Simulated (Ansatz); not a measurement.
Basis-set extrapolation for C₃H₉FSi (`CC(F)C[SiH3]`) (PBE0-D4/def2-TZVP geometry, frozen core, the Gaussian-basis code of Ansatz). Multiplicity 1, RHF reference.

```tsv
	def2-TZVPP	def2-QZVPP
HF	-507.316418	-507.335378
MP2 correlation	-0.902265	-0.968945
CCSD(T) correlation	-0.991599	not run
```

Energies in hartree. Use E(X) = E(∞) + A·exp(−7.88·√X) for Hartree–Fock and E(X) = E(∞) + B·X^(−2.97) for correlation, with X = 3 and 4, and add CCSD(T) minus MP2 of the smaller set to the MP2 limit.

Problem. What is the CCSD(T) energy at the basis-set limit?

Solution. HF limit: -507.335378 + (-0.018960) × 0.13774 = -507.33799. MP2 limit: -0.968945 + (-0.066680) × 0.74074 = -1.01834. Higher-order term: -0.991599 − (-0.902265) = -0.08933. Total: -508.44566 hartree, 86.4 kcal/mol below CCSD(T)/def2-TZVPP.
